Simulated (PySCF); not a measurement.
TeHCl, SMILES Cl[TeH].

The structure is a stationary point at B3LYP-D3(BJ)/def2-TZVP. The def2 effective core potentials stand for the cores of Te; spin–orbit coupling is left out.

These are CAM-B3LYP/def2-TZVPD in PySCF values and carry that method's errors.

Q: Estimate the frontier levels, gap, dipole moment and polarisability. (Estimate from the structure and the level; the computed values follow.)

A: 
| Quantity | Result |
|---|---|
| highest occupied level | -7.96 eV |
| lowest empty level | -1.74 eV |
| orbital gap | 6.22 eV |
| dipole moment | 2.02 D |
| quadrupole, principal values (traceless, Buckingham form, about the centre of nuclear charge) | -3.68, 0.65, 3.03 D·Å |
| mean static polarisability | 56.1 bohr³ (8.32 Å³) |
| polarisability, principal values | 48.9, 49.7, 69.8 bohr³ |
